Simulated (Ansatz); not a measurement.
Start from `BC(B)=C` and change one atom or group to get `BC(=C)SC`.

Ansatz, PBE0-D4/def2-TZVP geometries, multiplicity 1. Each molecule was computed in one conformer, which needn't be the lowest.

| property | `BC(B)=C` |
| --- | --- |
| LUMO energy (PBE0/def2-TZVPP) / eV | -2.61 |
| HOMO–LUMO gap (PBE/def2-TZVPP) / eV | 3.61 |
| HOMO energy (PBE/def2-TZVPP) / eV | -7.27 |
| HOMO–LUMO gap (PBE0/def2-TZVPP) / eV | 6.01 |
| HOMO–LUMO gap (ωB97M-V/def2-TZVPP) / eV | 10.38 |
| LUMO energy (PBE/def2-TZVPP) / eV | -3.66 |

What does the change do to each property? (An estimate is asked.)

Ansatz gave: 
```json
{"property": "LUMO energy (PBE0/def2-TZVPP) / eV", "`BC(=C)SC`": "-2.19", "shift": "0.42"}
{"property": "HOMO–LUMO gap (PBE/def2-TZVPP) / eV", "`BC(=C)SC`": "2.10", "shift": "-1.51"}
{"property": "HOMO energy (PBE/def2-TZVPP) / eV", "`BC(=C)SC`": "-5.24", "shift": "2.03"}
{"property": "HOMO–LUMO gap (PBE0/def2-TZVPP) / eV", "`BC(=C)SC`": "4.06", "shift": "-1.95"}
{"property": "HOMO–LUMO gap (ωB97M-V/def2-TZVPP) / eV", "`BC(=C)SC`": "8.13", "shift": "-2.25"}
{"property": "LUMO energy (PBE/def2-TZVPP) / eV", "`BC(=C)SC`": "-3.14", "shift": "0.52"}
```

With PBE0 the HOMO rises by 2.37 eV and the LUMO rises by 0.42 eV, so the gap narrows by about 1.95 eV. PBE moves the HOMO by 2.03 eV and ωB97M-V by 2.57 eV.
